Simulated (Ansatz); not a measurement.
A run for Ansatz (a first-principles code): U-B3LYP/cc-pVTZ on AsH3 (SMILES [AsH3]), a point of a bond scan (R = 1.220 Å).

Ansatz 0.2 input:
```yaml
crystal:
  periodic: [false, false, false]
  atoms:
    - {symbol: As, position_ang: [0.00042674, 0.00037277, 0.07075147]}
    - {symbol: H, position_ang: [-0.22503428, 0.98594863, -0.61233906]}
    - {symbol: H, position_ang: [-0.93712035, -0.86192286, -0.76812259]}
    - {symbol: H, position_ang: [1.20443737, -0.38272110, -0.78356432]}
basis:
  gaussian:
    orbitals: cc-pVTZ
hamiltonian:
  xc: {name: B3LYP}
magnetization: {spin_polarized: true, initial_magnetization: 0}
```

Question: What total energy does the run end on?

Answer: -2237.7034 hartree.
